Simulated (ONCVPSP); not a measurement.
Which change was made? (La, ONCV)

```json
{
 "Element": "La",
 "Generator": "ONCVPSP 4.0.1",
 "Type": "optimised norm-conserving Vanderbilt (ONCV)",
 "Functional": "PBEsol",
 "Relativity": "fully relativistic",
 "Frozen core": "[Kr] 4d10",
 "Valence charge": "11",
 "Reference configuration": "5s2 5p6 5d1 (charge +2)",
 "Partial waves": "5s: rc 2.70 bohr, ncon 4, nbas 7, qcut 4.7 1/bohr, 2 projectors, debl 1.7 Ha; 5p: rc 2.00 bohr, ncon 4, nbas 8, qcut 3.3 1/bohr, 3 projectors, debl 0.4 Ha; 5d: rc 3.70 bohr, ncon 4, nbas 9, qcut 3.7 1/bohr, 3 projectors, debl 3.7 Ha; f scattering state at 0.42 Ha: rc 3.35 bohr, ncon 5, nbas 9, qcut 3.7 1/bohr, 2 projectors, debl 1.5 Ha",
 "Local potential": "polynomial inside 1.40 bohr (lpopt 5, dvloc0 2 Ha)",
 "Core correction": "none"
}
```

Open shells are filled in proportion to 2j + 1.

In the s channel the program set the typed energies aside and used -1.893, 0.050 Ha. In the p channel the program set the typed energies aside and used -1.254, 0.250, 0.650 Ha (j = l + 1/2; the other j can differ). In the f channel the program set the typed energies aside and used -0.621, 0.879 Ha (j = l + 1/2; the other j can differ).

Cutoffs, loose and tight: the cutoffs (Ha) at which the residual kinetic energy of the hardest occupied pseudo-wave falls to 1 and 0.1 mHa per electron. They do not see the model core or the augmentation charge, which bear on the density cutoff. Test errors are all-electron minus pseudo excitation energies from the reference, over the configurations 5s2 5p6 5d1 6s2; 5s2 5p6 5d1 6s1; 5s2 5p6 5d0; 5s2 5p6 5d1 6p1; variants that change the core or the reference have their own tests.

The base gives: outcome: generated, projector energies reset by the program; cutoff, loose: 33 Ha; cutoff, tight: 51 Ha; bound ghosts: d3/2; GHOST(+) flags above zero: s, p3/2, d5/2, p1/2; largest test error (meV): -57.

After one change the result is: outcome: generated, projector energies reset by the program; cutoff, loose: 101 Ha; cutoff, tight: 122 Ha; bound ghosts: p3/2, p1/2, d3/2, s; GHOST(+) flags above zero: p3/2, d5/2, p1/2; largest test error (meV): -48. Which change was it?
A. local potential polynomial inside 1.40 bohr (lpopt 5, dvloc0 9.5 Ha)
B. p: rc 1.34; local potential polynomial inside 1.34 bohr (lpopt 5, dvloc0 2 Ha)
C. p: qcut 2.1
D. d: rc 4.8

B. The others give: d: rc 4.8 → outcome: generated, projector energies reset by the program; cutoff, loose: 33 Ha; cutoff, tight: 51 Ha; bound ghosts: d5/2; GHOST(+) flags above zero: s, p3/2, p1/2; largest test error (meV): +137 | p: qcut 2.1 → outcome: generated, projector energies reset by the program; cutoff, loose: 17 Ha; cutoff, tight: 47 Ha; bound ghosts: p1/2, d3/2; GHOST(+) flags above zero: s, p3/2, d5/2, p1/2; largest test error (meV): -58 | local potential polynomial inside 1.40 bohr (lpopt 5, dvloc0 9.5 Ha) → outcome: generated, projector energies reset by the program; cutoff, loose: 33 Ha; cutoff, tight: 51 Ha; bound ghosts: d5/2, p1/2; GHOST(+) flags above zero: p3/2, p1/2, d3/2; largest test error (meV): -70.
